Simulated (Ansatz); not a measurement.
Species: C6H13S (charge +1, singlet). It need not be the lowest isomer of its formula. 
Coordinates optimised at B3LYP-D3(BJ)/def2-TZVP (Ansatz, a program for electronic structure):
```
C
H 1 1.0934
C 1 1.5202 2 111.51
H 3 1.0919 1 110.97 2 -53.27
H 3 1.0946 4 107.78 1 119.81
C 1 1.5268 2 110.53 3 127.58
H 6 1.0913 1 111.07 2 52.78
H 6 1.0947 7 107.85 1 -120.00
C 3 1.5368 4 110.36 5 119.40
H 9 1.0904 3 108.46 4 -60.27
H 9 1.0939 10 106.64 3 -117.48
C 9 1.5279 10 110.95 11 -119.68
H 12 1.0902 9 109.81 10 61.33
H 12 1.0945 13 106.54 9 118.59
C 12 1.5274 13 109.82 14 118.60
H 15 1.0902 12 110.95 13 -61.27
H 15 1.0939 16 106.67 6 117.37
S 1 1.8763 2 101.05 6 113.13
H 18 1.3515 1 98.57 2 172.12
H 18 1.3527 19 93.60 1 100.98
```
Charge +1, spin multiplicity 1.

Parts of the frozen-core correlation energy in STO-3G (Ansatz, hartree). Frozen orbitals: 11; correlated occupied orbitals by spin: 21 and 21; virtual: 20 and 20. Spin-orbit coupling is left out. No relativistic terms.

```tsv
term	value
reference (HF)	-625.04522
MP2 opposite-spin	-0.30379
MP2 same-spin	-0.04002
CCSD correlation	-0.45158
(T)	-0.00364
T1 diagnostic	0.005
largest doubles amplitude	0.058
```
